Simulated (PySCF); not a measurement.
hexa-1,5-diene (C6H10), SMILES C=CCCC=C. Atoms are numbered in the order given.

```xyz
16

C      2.6005    -0.5982     0.2407
C      1.2772    -0.6040     0.0591
C      0.5201     0.3975    -0.7688
C     -0.5471     1.1721     0.0206
C     -1.7746     0.4065     0.4388
C     -2.1263    -0.8286     0.0701
H      3.2395     0.1574    -0.2294
H      3.0972    -1.3484     0.8624
H      0.6779    -1.3755     0.5565
H      1.2329     1.1152    -1.2060
H      0.0345    -0.1122    -1.6212
H     -0.8809     2.0390    -0.5806
H     -0.0814     1.6139     0.9205
H     -2.4491     0.9580     1.1066
H     -3.0590    -1.2774     0.4218
H     -1.5103    -1.4419    -0.5933
```
Charge 0, spin multiplicity 1.

Geometry: B3LYP-D3(BJ)/def2-SVP. The values are those of a single conformer.

These are KT2/pcSseg-1 (PySCF) values and carry that method's errors.

GIAO shieldings, no solvent; atoms listed in one row are averaged. δ = σ(ref) − σ: ¹³C against TMS (σ = 185.1 ppm); ¹H against TMS (σ = 31.47 ppm), references at their B3LYP-D3(BJ)/def2-TZVP geometries, non-relativistic.

```tsv
nucleus	atoms	count	δ (ppm)
¹³C	C2, C5	2	138.8
¹³C	C1	1	114.8
¹³C	C6	1	111.9
¹³C	C4	1	39.1
¹³C	C3	1	35.5
¹H	H9	1	6.63
¹H	H14	1	6.30
¹H	H16	1	5.55
¹H	H15	1	5.51
¹H	H7	1	5.42
¹H	H8	1	5.33
¹H	H11	1	3.07
¹H	H12	1	2.82
¹H	H13	1	2.40
¹H	H10	1	2.20
```
